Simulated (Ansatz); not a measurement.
Basis sets compared for `S/C=C/c1ccc(/C=C/c2ccc(/C=C/c3ccc(S)cc3)cc2)cc1`. Charge 0, multiplicity 1. Geometry PBE-D4/def2-SVP. Ansatz on 2 threads of AMD EPYC 7R13 on a shared host and a share (18 GiB) of an NVIDIA H100 80GB HBM3; times are rough, and most runs start from earlier orbitals.

```tsv
atom	x (Å)	y (Å)	z (Å)
S1	-9.418	1.005	-6.039
C2	-8.067	1.130	-4.916
C3	-6.997	0.293	-4.956
C4	-5.856	0.298	-4.044
C5	-5.755	1.138	-2.907
C6	-4.632	1.104	-2.084
C7	-3.540	0.233	-2.340
C8	-2.387	0.249	-1.449
C9	-1.226	-0.452	-1.603
C10	-0.070	-0.447	-0.718
C11	1.082	-1.191	-1.078
C12	2.215	-1.219	-0.265
C13	2.265	-0.509	0.960
C14	3.471	-0.580	1.775
C15	3.681	0.004	2.989
C16	4.891	-0.073	3.801
C17	6.060	-0.771	3.404
C18	7.194	-0.820	4.214
C19	7.209	-0.166	5.468
S20	8.609	-0.181	6.554
C21	6.057	0.535	5.881
C22	4.928	0.577	5.060
C23	1.110	0.238	1.322
C24	-0.019	0.268	0.511
C25	-3.649	-0.618	-3.470
C26	-4.772	-0.585	-4.293
H27	-10.042	2.150	-5.654
H28	-8.150	1.922	-4.155
H29	-6.959	-0.468	-5.755
H30	-6.576	1.828	-2.657
H31	-4.583	1.771	-1.208
H32	-2.489	0.915	-0.575
H33	-1.117	-1.097	-2.492
H34	1.075	-1.756	-2.024
H35	3.093	-1.807	-0.576
H36	4.282	-1.186	1.335
H37	2.868	0.602	3.435
H38	6.085	-1.290	2.434
H39	8.082	-1.372	3.871
H40	9.414	-0.935	5.756
H41	6.047	1.052	6.853
H42	4.038	1.129	5.401
H43	1.103	0.807	2.264
H44	-0.891	0.855	0.835
H45	-2.838	-1.324	-3.704
H46	-4.826	-1.259	-5.162
```

Single mean-field runs in def2-SVP, def2-TZVP are fitted with def2-universal-jkfit.

Binding counts from free atoms (S triplet, C triplet, H doublet) in the same basis, without a counterpoise term.

```csv
level,functions,energy (Eh),HOMO (eV),LUMO (eV),binding per atom (eV),wall time
PBE-D4/def2-SVP,472,-1720.5787,-4.55,-2.72,5.31,4.3 s
PBE0-D4/def2-SVP,472,-1720.7219,-5.34,-2.15,5.20,4.4 s
```

Task: Estimate the rows for PBE-D4/def2-TZVP (with forces), PBE0-D4/def2-TZVP (with forces).

Result: 
```tsv
level	functions	energy (Eh)	HOMO (eV)	LUMO (eV)	binding per atom (eV)	wall time
PBE-D4/def2-TZVP (with forces)	938	-1721.8216	-4.64	-2.84	5.23	7 s
PBE0-D4/def2-TZVP (with forces)	938	-1721.9525	-5.38	-2.23	5.12	9 s
```
